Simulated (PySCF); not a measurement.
## Calculated data, GeH$_{4}$NO, BGeH$_{8}$NSi

All values are calculated (PySCF 2.14.0). Calculation on a computer-drawn molecule: optimised geometry and harmonic frequencies of an isolated molecule of the commonest isotopes, restricted reference for singlets and unrestricted otherwise, frozen core in MP2; on germanium a core potential holds 10 electrons, which the energies leave out, and 3d is frozen in MP2 and coupled-cluster steps.

Common to all runs: multiplicity 1.

(1) GeH$_{4}$NO

Start structure:
```xyz
7
GeH4NO
N      0.7700     0.1157    -1.4415
Ge     0.9434     1.8910    -0.6049
O     -0.5938     1.6695     0.5647
H     -0.1598     0.1091    -1.8957
H      1.4212     0.1310    -2.2189
H      0.0047     2.9440    -2.2721
H     -1.2254     1.0559     0.1466
```

| Property | Result |
| --- | --- |
| charge | -1 |
| method | HF |
| basis | aug-cc-pVDZ |
| basis and core potential on germanium | aug-cc-pVDZ-PP ECP10MDF |
| rotational constants | 11.54, 6.719, 4.557 GHz |
| total energy | -425.0649 hartree |
| convergence status largest gradient component | 2.969e-05 hartree/bohr |

Drawn bonds:
```csv
atom,other atom,order
1,2,1
2,3,1
1,4,1
1,5,1
2,6,1
3,7,1
```

Optimised structure:
```xyz
7
GeH4NO
N      0.5360     0.2430    -1.6389
Ge     0.7866     2.0162    -0.8212
O     -0.4571     1.7772     0.5684
H      0.2216     0.2948    -2.5921
H      1.3860    -0.2924    -1.6438
H     -0.2198     2.7405    -1.8863
H     -1.0930     1.1370     0.2921
```

Modes:
```csv
frequency (cm⁻¹),reduced mass (dalton)
171.4,1.118
193,1.992
343,1.516
512,7.903
560.1,5.643
613.1,1.313
678.2,1.027
769.5,1.055
930.4,1.109
961.8,1.158
1668,1.083
1690,1.03
3698,1.05
3782,1.093
4157,1.066
```

(2) GeH$_{4}$NO

Start structure:
```xyz
7
GeH4NO
N      0.5360     0.2430    -1.6389
Ge     0.7866     2.0162    -0.8212
O     -0.4571     1.7772     0.5684
H      0.2216     0.2948    -2.5921
H      1.3860    -0.2924    -1.6438
H     -0.2198     2.7405    -1.8863
H     -1.0930     1.1369     0.2921
```

| Quantity | Value |
| --- | --- |
| charge | -1 |
| method | MP2 |
| basis | aug-cc-pVDZ |
| basis and core potential on germanium | aug-cc-pVDZ-PP ECP10MDF |
| rotational constants | 10.79, 6.619, 4.395 GHz |
| total energy | -425.5783 hartree |
| convergence status largest gradient component | 3.37e-05 hartree/bohr |

Drawn bonds:
```csv
atom,other atom,order
1,2,1
2,3,1
1,4,1
1,5,1
2,6,1
3,7,1
```

Optimised structure:
```xyz
7
GeH4NO
N      0.4991     0.2427    -1.6371
Ge     0.8001     2.0536    -0.8288
O     -0.4558     1.7849     0.6135
H      0.2576     0.3233    -2.6297
H      1.3541    -0.3197    -1.6025
H     -0.2370     2.7277    -1.9072
H     -1.0578     1.1036     0.2700
```

Modes:
```csv
frequency (cm⁻¹),reduced mass (dalton)
161.1,2.451
200.2,1.102
343.2,1.359
473.5,8.24
517.3,9.494
576.2,1.2
627.2,1.031
704,1.055
872.7,1.098
899.2,1.138
1525,1.091
1669,1.021
3464,1.049
3575,1.091
3766,1.066
```

(3) BGeH$_{8}$NSi

Start structure:
```xyz
12
BGeH8NSi
N      1.9993     2.4735     0.9231
Ge     2.3236     0.8596     0.2115
B      0.5987    -0.3450     0.2790
Si    -1.0865     0.3751     0.8349
H      1.1794     2.9877     0.6021
H      2.7697     3.1456     1.0001
H      3.4328     0.3105     1.0720
H      2.9193     0.9769    -1.1522
H      0.7799    -1.4368    -0.0442
H     -1.3428     0.1553     2.2431
H     -1.2973     1.7703     0.4657
H     -2.2798    -0.3090     0.1056
```

| Quantity | Value |
| --- | --- |
| charge | 0 |
| method | HF |
| basis | cc-pV(D+d)Z |
| basis and core potential on germanium | cc-pVDZ-PP ECP10MDF |
| rotational constants | 6.665, 1.51, 1.273 GHz |
| total energy | -666.0727 hartree |
| convergence status largest gradient component | 1.044e-05 hartree/bohr |

Drawn bonds:
```csv
atom,other atom,order
1,2,1
2,3,1
3,4,1
1,5,1
1,6,1
2,7,1
2,8,1
3,9,1
4,10,1
4,11,1
4,12,1
```

Optimised structure:
```xyz
12
BGeH8NSi
N      1.9863     2.5133     1.0069
Ge     2.3533     0.8753     0.2237
B      0.6459    -0.3206     0.2499
Si    -1.2036     0.3593     0.7793
H      1.2922     3.0544     0.5188
H      2.7946     3.1005     1.1264
H      3.4865     0.2611     1.0578
H      2.8656     1.0055    -1.2296
H      0.7895    -1.4806    -0.0257
H     -1.3088     0.2418     2.2574
H     -1.4034     1.7829     0.4089
H     -2.3019    -0.4294     0.1668
```

Modes:
```csv
frequency (cm⁻¹),reduced mass (dalton)
51.26,1.898
72.79,1.632
107.8,1.96
199.2,1.36
224.5,2.244
405.1,1.194
440.2,1.308
468,1.661
616.7,1.316
654.3,1.279
687.5,3.395
715.7,2.606
745.8,1.311
794,1.436
833.4,1.158
943.1,1.066
973.8,1.127
1001,1.134
1011,1.043
1029,1.308
1042,1.073
1705,1.094
2146,1.021
2206,1.018
2285,1.046
2290,1.05
2299,1.023
2704,1.092
3727,1.051
3813,1.093
```
